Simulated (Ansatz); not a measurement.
Gas-phase electronic energies from Ansatz, PBE0-D4/def2-TZVP geometries. CCSD(T)/CBS is the MP2 limit (def2-TZVPP, def2-QZVPP) plus CCSD(T) − MP2 in def2-TZVPP, frozen cores. This one scheme is used for every species. Each species was taken in one conformer, which may not be the lowest.

Consider the ligand exchange at the Al–N bond: `O=C=[N][AlH][F]` + CH₃OH → `C[O][AlH][F]` + `N=C=O`.

`O=C=[N][AlH][F]`:

Cartesian coordinates in Å:
```
O -0.084 1.745 2.328
C -0.039 1.040 1.403
N 0.013 0.312 0.455
Al 0.058 -0.737 -0.951
F -1.052 -0.474 -2.131
H 1.104 -1.885 -1.104
```

CH₃OH:

```xyz
6

C    -0.044   -0.288    0.205
O     0.587    0.550   -0.736
H     0.581   -1.175    0.314
H    -1.039   -0.611   -0.124
H    -0.137    0.186    1.190
H     0.053    1.338   -0.850
```

`C[O][AlH][F]`:

Cartesian coordinates in Å:
```
C -0.864 0.942 0.173
O -0.423 -0.296 -0.305
Al 0.968 -1.221 -0.279
F 2.313 -0.662 0.495
H -1.724 0.801 0.835
H -0.087 1.477 0.729
H -1.182 1.572 -0.664
H 0.999 -2.614 -0.985
```

`N=C=O`:

```xyz
4

N     0.644   -0.286   -0.299
C    -0.209    0.361    0.261
O    -0.926    1.072    0.833
H     0.491   -1.146   -0.795
```

| species | CCSD(T)/CBS(def2) energy (Eh) |
| --- | --- |
| `O=C=[N][AlH][F]` | -510.46086 |
| CH₃OH | -115.61712 |
| `C[O][AlH][F]` | -457.55503 |
| `N=C=O` | -168.51995 |

(1) Work out ΔE.

Largest T1 diagnostic among the species: 0.018.

## Answers

(1) ΔE = (-457.55503) + (-168.51995) − (-510.46086) − (-115.61712) = 0.00300 Eh = +0.08 eV.

In def2-TZVPP, CCSD(T) changes the Hartree–Fock value by −0.12 eV (the triples alone add −0.02 eV) and MP2 by −0.11 eV. From PBE to PBE0 (25 % exact exchange), in def2-TZVPP and without D4, ΔE moves by +0.06 eV. Leaving LDA and LC-ωPBE aside and taking each functional with its dispersion term where it has one, the values, not all of them listed here, spread over 0.11 eV, from BLYP-D4 to PBE-QIDH. LDA lies −0.05 eV from PBE without D4.
